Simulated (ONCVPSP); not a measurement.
## Building the ONCV potential for V (Z = 23) (PBE, scalar-relativistic).

ONCVPSP 4.0.1 input, shortened (lines: element, Z, core and valence counts, functional; n l f; lmax; l rc ep ncon nbas qcut; lloc lpopt rc5 dvloc0; l nproj debl; icmod fcfact rcfact), PBE, scalar-relativistic:

```
  V 23.00    3    5        4      upf
    1    0    2.00
    2    0    2.00
    2    1    6.00
    3    0    2.00
    3    1    6.00
    3    2    3.00
    4    0    1.00
    4    1    1.00
    2
    0    1.75    0.00    3    7    6.60
    1    1.45    0.00    5    8   11.70
    2    1.35    0.00    3    8   10.10
    4    5    1.15    3.00
    0    2    2.20
    1    2    3.00
    2    2    1.00
    3    2.00    1.60
```

Results:

| Item | Value |
| --- | --- |
| Cutoffs needed | 41 Ha and 47 Ha (the cutoffs (Ha) at which the residual kinetic energy of the hardest occupied pseudo-wave falls to 1 and 0.1 mHa per electron) |
| Ghost test | no bound ghost flagged; no localised positive-energy state flagged |
| Largest excitation error | -1.0 meV (all-electron minus pseudo) for 3s2 3p6 3d3 4s0 4p0, out of 4 test configurations |
| rms error of d²Exc/dni dnj | 2.19 mHa without and 1.04 mHa with the model core |

Generation and tests took about 5.1 s on one core of a shared server CPU.
